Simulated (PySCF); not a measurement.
CHClF$_{2}$ (SMILES FC(F)Cl), singlet, geometry from GFN2-xTB; MP2/cc-pVDZ (PySCF).

Here is a job for PySCF.
```python
from pyscf import gto, scf, mp

mol = gto.Mole()
mol.atom = '''
    F    -0.91618110    1.15238538   -0.29155080
    C    -0.46839157    0.05873261    0.32814171
    F    -1.11356005   -0.98802538   -0.19018830
    Cl    1.28015243   -0.11536838    0.05662272
    H    -0.68457158    0.12962689    1.40421534
'''
mol.basis = 'cc-pvdz'
mol.verbose = 4
mol.max_memory = 1800
mol.build()

mf = scf.RHF(mol)
mf.kernel()

pt = mp.MP2(mf, frozen=8)
pt.kernel()
print('E(MP2) = %.10f' % pt.e_tot)
```

The log (banner, timings and long lists left out):

```
PySCF version 2.14.0

[INPUT] verbose = 4
[INPUT] num. atoms = 5
[INPUT] num. electrons = 42
[INPUT] charge = 0
[INPUT] spin (= nelec alpha-beta = 2S) = 0
[INPUT] symmetry False subgroup None
[INPUT] Mole.unit = angstrom
[INPUT] Symbol           X                Y                Z      unit          X                Y                Z       unit  Magmom
[INPUT]  1 F     -0.916181100000   1.152385380000  -0.291550800000 AA   -1.731331359503   2.177692758153  -0.550951163398 Bohr   0.0
[INPUT]  2 C     -0.468391570000   0.058732610000   0.328141710000 AA   -0.885131786355   0.110988547481   0.620097961946 Bohr   0.0
[INPUT]  3 F     -1.113560050000  -0.988025380000  -0.190188300000 AA   -2.104323517757  -1.867097372319  -0.359403799097 Bohr   0.0
[INPUT]  4 Cl     1.280152430000  -0.115368380000   0.056622720000 AA    2.419137490396  -0.218014641635   0.107001433228 Bohr   0.0
[INPUT]  5 H     -0.684571580000   0.129626890000   1.404215340000 AA   -1.293652798861   0.244959320479   2.653582412513 Bohr   0.0

nuclear repulsion = 167.784994082861
number of shells = 23
number of NR pGTOs = 126
number of NR cGTOs = 65
basis = cc-pvdz
ecp = {}

******** <class 'pyscf.scf.hf.RHF'> ********
method = RHF
initial guess = minao
damping factor = 0
level_shift factor = 0
DIIS = <class 'pyscf.scf.diis.CDIIS'>
diis_start_cycle = 1
diis_space = 8
diis_damp = 0
SCF conv_tol = 1e-09
SCF conv_tol_grad = None
SCF max_cycles = 50
direct_scf = True
direct_scf_tol = 1e-13
Set gradient conv threshold to 3.16228e-05
Initial guess from minao.
init E= -697.316987738182
  HOMO = -0.398642224272042  LUMO = 0.121698204768227  gap/eV = 14.15918
cycle= 1 E= -696.674181187006  delta_E= 0.643  |g|= 0.835  |ddm|=  1.9
  HOMO = -0.484989329969602  LUMO = 0.0821873663998582  gap/eV = 15.43366
cycle= 2 E= -696.777189161728  delta_E= -0.103  |g|= 0.538  |ddm|= 0.853
  HOMO = -0.481620981784022  LUMO = 0.156803516791418  gap/eV = 17.37242
cycle= 3 E= -696.830623026959  delta_E= -0.0534  |g|= 0.0472  |ddm|= 0.311
  HOMO = -0.481201310892093  LUMO = 0.166026346179596  gap/eV = 17.61196
cycle= 4 E= -696.831616700926  delta_E= -0.000994  |g|= 0.0165  |ddm|= 0.0652
  HOMO = -0.480656436957372  LUMO = 0.166160286413784  gap/eV = 17.60078
cycle= 5 E= -696.831730535774  delta_E= -0.000114  |g|= 0.00449  |ddm|= 0.0248
  HOMO = -0.481382578581257  LUMO = 0.166247657786492  gap/eV = 17.62292
cycle= 6 E= -696.831741826368  delta_E= -1.13e-05  |g|= 0.001  |ddm|= 0.00829
  HOMO = -0.481299769034232  LUMO = 0.166385765254859  gap/eV = 17.62442
cycle= 7 E= -696.831742539904  delta_E= -7.14e-07  |g|= 0.000237  |ddm|= 0.00239
  HOMO = -0.481349043776364  LUMO = 0.166424732699491  gap/eV = 17.62682
cycle= 8 E= -696.831742580208  delta_E= -4.03e-08  |g|= 4.81e-05  |ddm|= 0.000581
  HOMO = -0.481343693647322  LUMO = 0.166423835499376  gap/eV = 17.62665
cycle= 9 E= -696.831742582063  delta_E= -1.85e-09  |g|= 1.37e-05  |ddm|= 0.000118
  HOMO = -0.481348594484565  LUMO = 0.166422868774441  gap/eV = 17.62676
cycle= 10 E= -696.831742582218  delta_E= -1.56e-10  |g|= 3.82e-06  |ddm|= 3.52e-05
  HOMO = -0.481347566354585  LUMO = 0.166423264128099  gap/eV = 17.62674
Extra cycle  E= -696.831742582227  delta_E= -8.41e-12  |g|= 1.74e-06  |ddm|= 6.74e-06
converged SCF energy = -696.831742582227

******** <class 'pyscf.mp.mp2.RMP2'> ********
nocc = 13, nmo = 57
frozen orbitals 8
E(RMP2) = -697.474272460453  E_corr = -0.642529878225924
E(SCS-RMP2) = -697.452124079583  E_corr = -0.620381497356099
E_corr(same-spin) = -0.173831949825012
E_corr(oppo-spin) = -0.468697928400912
E(MP2) = -697.4742724605
```
